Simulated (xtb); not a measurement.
xtb input (GFN-FF):

```bash
xtb mol.xyz --gfnff --opt tight --chrg 0 --uhf 0
```
mol.xyz:
```
21

C      0.22312610     1.67883596     0.28187354
C     -1.01109993     0.93833709     0.80789010
C     -1.60903734    -0.04740754    -0.20369174
C     -0.98750735    -1.45149623    -0.22771263
C      0.53506506    -1.53117991    -0.04395913
C      1.35613795    -0.43117996    -0.72832663
C      1.49191391     0.84203046     0.11360328
H      0.45186950     2.51362687     0.95111852
H     -0.03904568     2.12769217    -0.68305059
H     -0.77422152     0.42540313     1.74636804
H     -1.76939934     1.68562010     1.05624400
H     -2.68009059    -0.15879066    -0.01594714
H     -1.53057047     0.40295646    -1.19799737
H     -1.45320632    -2.06212155     0.55151437
H     -1.25838172    -1.92352962    -1.17678854
H      0.77471422    -1.51395831     1.02370194
H      0.86460934    -2.50971018    -0.40269077
H      0.93214861    -0.19327262    -1.70995111
H      2.36173796    -0.81496605    -0.91965465
H      1.86304460     0.55332845     1.10365261
H      2.26520097     1.48008270    -0.32458013
```

End of the output:

```
         :::::::::::::::::::::::::::::::::::::::::::::::::::::
         ::                     SUMMARY                     ::
         :::::::::::::::::::::::::::::::::::::::::::::::::::::
         :: total energy              -3.095313243388 Eh    ::
         :: gradient norm              0.000176692448 Eh/a0 ::
         ::.................................................::
         :: bond energy               -3.271328952612 Eh    ::
         :: angle energy               0.005288590393 Eh    ::
         :: torsion energy             0.003970762954 Eh    ::
         :: repulsion energy           0.189383142672 Eh    ::
         :: electrostat energy        -0.005893305167 Eh    ::
         :: dispersion energy         -0.013605245683 Eh    ::
         :: HB energy                  0.000000000000 Eh    ::
         :: XB energy                  0.000000000000 Eh    ::
         :: bonded atm energy         -0.003128235945 Eh    ::
         :: external energy            0.000000000000 Eh    ::
         :: add. restraining           0.000000000000 Eh    ::
         :: total charge              -0.000000000000 e     ::
         :::::::::::::::::::::::::::::::::::::::::::::::::::::

           -------------------------------------------------
          |                Property Printout                |
           -------------------------------------------------

molecular dipole:
                 x           y           z       tot (Debye)
 q only:        0.001       0.001       0.000       0.003
           -------------------------------------------------
          |                Geometry Summary                 |
           -------------------------------------------------

      molecular mass/u    :       98.1863218
   center of mass at/Å    :        0.0003066       0.0004441       0.0000750
  moments of inertia/u·Å² :        0.1587793E+03   0.1772543E+03   0.2905013E+03
rotational constants/cm⁻¹ :        0.1061702E+00   0.9510422E-01   0.5802945E-01

 * 21 selected distances

     #   Z          #   Z                                           value/Å
     1   6 C        2   6 C                                       1.5322643
     2   6 C        3   6 C                                       1.5363435 (max)
     3   6 C        4   6 C                                       1.5354974
     4   6 C        5   6 C                                       1.5355276
     5   6 C        6   6 C                                       1.5363366
     1   6 C        7   6 C                                       1.5287144
     6   6 C        7   6 C                                       1.5322782
     1   6 C        8   1 H                                       1.0994996
     1   6 C        9   1 H                                       1.0975663
     2   6 C       10   1 H                                       1.0965423
     2   6 C       11   1 H                                       1.0998659
     3   6 C       12   1 H                                       1.0999339
     3   6 C       13   1 H                                       1.0980630
     4   6 C       14   1 H                                       1.0992535
     4   6 C       15   1 H                                       1.0992534
     5   6 C       16   1 H                                       1.0980597
     5   6 C       17   1 H                                       1.0999416
     6   6 C       18   1 H                                       1.0965407 (min)
     6   6 C       19   1 H                                       1.0998613
     7   6 C       20   1 H                                       1.0975687
     7   6 C       21   1 H                                       1.0994937
Note: The following floating-point exceptions are signalling: IEEE_UNDERFLOW_FLAG IEEE_DENORMAL
normal termination of xtb

 * 2 distinct bonds (by element types)

   Z      Z             #   av. dist./Å        max./Å        min./Å
   1 H    6 C          14     1.0986745     1.0999416     1.0965407
   6 C    6 C           7     1.5338517     1.5363435     1.5287144

optimized geometry written to: xtbopt.xyz

           -------------------------------------------------
          | TOTAL ENERGY               -3.095313243388 Eh   |
          | GRADIENT NORM               0.000176692448 Eh/α |
           -------------------------------------------------
########################################################################
[WARNING] Runtime exception occurred
-1- gfnff_setup: Could not read topology file.
########################################################################

------------------------------------------------------------------------
------------------------------------------------------------------------
 total:
 SCF:
 ANC optimizer:
```
